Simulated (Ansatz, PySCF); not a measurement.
HO₃S, SMILES O=S(=O)=[OH+], charge +1.

The structure is a stationary point at PBE-D3(BJ)/def2-SVP. The isomer is the one that the SMILES or the coordinates give; other isomers of the formula were not compared.

Vertical ionisation energy (IE) and electron affinity (EA) in eV. Rows of orbital energies are one-electron estimates. Where ΔSCF, EOM or ADC give a negative EA the extra electron is unbound and the value depends on the basis.

```tsv
level	IE	EA
−ε(HOMO), −ε(LUMO), ωB97X/def2-TZVPD (PySCF)	20.50	8.07
−ε(HOMO), −ε(LUMO), PBE/def2-TZVPD (PySCF)	16.25	11.55
ADC(2)/aug-cc-pVDZ (PySCF)	19.16	7.83
ΔSCF, PBE0/def2-SVPD (Ansatz), final states of multiplicity 2 and 2	(withheld)	(withheld)
ΔSCF, PBE/def2-SVPD (Ansatz), final states of multiplicity 2 and 2	20.37	7.79
```

**Question.** Complete the blanks. (An estimate is asked for; the answer gives what the named calculation found.)

**Answer.** 
- ΔSCF, PBE0/def2-SVPD (Ansatz, a program for electronic structure), final states of multiplicity 2 and 2, IE: 20.82
- ΔSCF, PBE0/def2-SVPD (Ansatz), final states of multiplicity 2 and 2, EA: 8.01

**Question.** What vertical singlet–triplet gap does ΔSCF give with PBE0/def2-SVPD (Ansatz) and with PBE/def2-SVPD (Ansatz)? (The exact figures need the calculation; the answer reports its results.)

**Answer.** 4.60 and 4.65 eV (triplet above singlet where positive).

**Question.** Beyond the first one, list the lowest photoelectron lines from ADC(2)/aug-cc-pVDZ run with PySCF with their pole strengths (two spins summed). (An estimate is asked for; the answer gives what the named calculation found.)

**Answer.** 20.18 eV (1.69), 20.25 eV (1.67), 20.64 eV (1.70), 22.33 eV (1.69), 23.76 eV (1.66).
